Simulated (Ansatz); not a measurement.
Question: Name a neutral molecule of C, F, N, O, Si and H with HOMO energy (PBE0/def2-TZVPP) between -7.70 and -7.40 eV and LUMO energy (B3LYP/def2-TZVPP) between -0.65 and -0.35 eV (Ansatz, PBE0-D4/def2-TZVP geometry).

Answer: `N[Si]1(F)CO[SiH2]1` (-7.60 eV, -0.55 eV); `N[SiH](F)/N=C/O` (-7.66 eV, -0.52 eV). Other molecules can fit too; these were computed, each in one conformer that needn't be the lowest.

B3LYP here is the variant with VWN-RPA as its local correlation; programs differ in this.
